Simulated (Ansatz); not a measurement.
`O=C=[N][GeH]([Cl])[Cl]` + H₂Se → `[Cl][GeH]([Cl])[SeH]` + `N=C=O` at 298.15 K and 1 bar (ligand exchange at a Ge–N bond).

Isolated molecules relaxed with PBE0-D4/def2-TZVP in Ansatz; ΔE leaves out vibrations. CCSD(T)/CBS is the MP2 limit (def2-TZVPP, def2-QZVPP) plus CCSD(T) − MP2 in def2-TZVPP, frozen cores. This one scheme is used for every species. For Ge, Se outer-core shells are correlated without core-valence functions, which leaves a few kJ/mol of doubt a bond. Scalar relativity is left out up to krypton. One conformer a species, not always the lowest.

| species | CCSD(T)/CBS energy (Eh) | H − E (kJ/mol) | S (J/(mol·K)) |
| --- | --- | --- | --- |
| `O=C=[N][GeH]([Cl])[Cl]` | -3164.30040 | 87.4 | 385.6 |
| H₂Se | -2401.89790 | 45.8 | 219.1 |
| `[Cl][GeH]([Cl])[SeH]` | -5397.68334 | 70.7 | 367.3 |
| `N=C=O` | -168.51995 | 67.5 | 238.3 |

H − E and S are ideal-gas, rigid-rotor, harmonic terms from PBE0-D4/def2-TZVP, for one conformer and one mirror image of each species. 1 Eh = 2625.50 kJ/mol, R = 8.31446 J/(mol·K).

Problem. By hand: ΔE, ΔH, ΔS and ΔG.

Solution. ΔE = (-5397.68334) + (-168.51995) − (-3164.30040) − (-2401.89790) = -0.00499 Eh = -13.1 kJ/mol. Δ(H − E) = 70.7 + 67.5 − 87.4 − 45.8 = 5.0, so ΔH = -8.1 kJ/mol. ΔS = 367.3 + 238.3 − 385.6 − 219.1 = 0.9 J/(mol·K). ΔG = -8.1 − 298.15 × (0.9)/1000 = -8.4 kJ/mol.

Problem. By hand: the equilibrium constant, and the temperature at which ΔG would vanish if ΔH and ΔS stayed fixed.

Solution. log₁₀ K = −ΔG/(RT ln 10) = 1.5. ΔH and −TΔS have one sign here, so there is no such temperature.

The number of gas molecules stays the same, so ΔS is small and ΔH decides. A doubt of 5 kJ/mol in ΔE shifts log₁₀ K by 0.9 here. Other conformers and mirror images would add mixing entropy, several J/(mol·K) or more a flexible species. Modes under 60 cm⁻¹, often nearly free rotors, make the harmonic entropy too high. These are equilibria of isolated gas molecules and say nothing of rates. Largest T1 diagnostic: 0.018 (customary marks: 0.02 for closed shells, 0.045 for open ones).

ΔS is within the doubt of such terms, so its sign, and with it that verdict, could turn.
